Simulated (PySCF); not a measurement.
# Reading the logs of faulty runs: BH8NSi2

All numbers below are calculated, not measured. The program is PySCF 2.14.0, an open-source quantum chemistry code, run on an isolated molecule that a program drew, which may never have been made. The molecule is BH8NSi2 (charge 0, singlet), drawn as the SMILES string `BN([SiH3])[SiH3]`.

Each row is a Hartree-Fock (HF) and frozen-core CCSD(T) single point in the cc-pV(D+d)Z basis, meant for a local HF minimum. Run 1 is clean. Each other run has one planted mistake out of seven kinds, and not every kind appears here: one electron removed, one electron added, multiplicity raised by two, geometry at a saddle point, minimal basis STO-3G, one bond length entered in bohr, all coordinates scaled. The reference is restricted for singlets and unrestricted otherwise, and also for a bond in bohr. Adding or removing an electron swaps singlet and doublet. Electrons count all cores. HOMO and LUMO are orbital energies over both spins, the gradient is its largest component, and the lowest frequency (negative if imaginary) is given only where the gradient is small. Bond lengths are over the 11 bonds as drawn. T1 is the CCSD diagnostic: over 0.02 (restricted) or 0.045 (unrestricted) a single reference is doubtful.

Geometry of the clean run:
```xyz
12
BH8NSi2, angstrom
B    -0.9190   -0.7171   -0.6554
N     0.3392   -1.3167   -0.9212
Si    1.3878   -1.8831    0.3744
Si    0.8089   -1.4705   -2.6144
H    -1.6027   -0.3446   -1.5757
H    -1.3149   -0.5741    0.4692
H     0.7366   -1.6237    1.6715
H     2.6900   -1.1817    0.3167
H     1.6449   -3.3329    0.2221
H    -0.1588   -2.3075   -3.3529
H     2.1407   -2.1159   -2.6526
H     0.8927   -0.1434   -3.2578
```

| run | electrons | basis functions | <S^2> | HOMO (eV) | LUMO (eV) | gradient (hartree/bohr) | lowest frequency (cm^-1) | mean bond (Å) | longest bond (Å) | T1 | HF (hartree) | CCSD(T) (hartree) | mistake |
|---|---|---|---|---|---|---|---|---|---|---|---|---|---|
| 1 | 48 | 114 | 0.000 | -11.35 | 3.10 | 2.1e-06 | 62 | 1.4745 | 1.764 | 0.0131 | -661.73248 | -662.27223 | no fault |
| 2 | 48 | 114 | 2.021 | -5.06 | -1.15 | 1.3e-01 | - | 1.4745 | 1.764 | 0.0213 | -661.53134 | -662.04631 | multiplicity raised by two |
| 3 | 48 | 114 | 0.000 | -11.01 | 2.96 | 2.7e-02 | - | 1.5570 | 1.863 | 0.0148 | -661.70159 | -662.25087 | all coordinates scaled |
| 4 | 48 | 36 | 0.000 | -8.66 | 8.90 | 3.2e-02 | - | 1.4745 | 1.764 | 0.0172 | -654.05654 | -654.29691 | ? |
| 5 | 48 | 114 | 0.801 | -8.97 | 1.79 | 1.1e-02 | - | 1.5942 | 2.797 | 0.0462 | -661.61782 | -662.14963 | ? |

**Which mistake was planted in run 4, and what did it cost?**

It has 36 basis functions where the clean run has 114, with the same electrons and geometry. So the mistake is: minimal basis STO-3G. Subtracting run 1 and multiplying by 627.51 kcal/mol a hartree, the energy moved by 4816.7 kcal/mol in HF and 5004.6 kcal/mol in CCSD(T).

**Which mistake was planted in run 5, and what did it cost?**

The mean bond changes by a factor of 1.081 and the longest by 1.586, so the molecule wasn't scaled as a whole. A length L in bohr read as angstrom grows by (1/0.5292 - 1) L = 0.890 L. The 11 bonds together grew by 11 x 0.1197 = 1.317 Å, which gives L = 1.480 Å. That is the length of one of the H-Si bonds, 1.480 Å in the clean geometry. So the mistake is: one bond length entered in bohr. Subtracting run 1 and multiplying by 627.51 kcal/mol a hartree, the energy moved by 72.0 kcal/mol in HF and 76.9 kcal/mol in CCSD(T).

Cautions from the logs. Run 5: T1 is over the limit, so its CCSD(T) energy is less reliable.
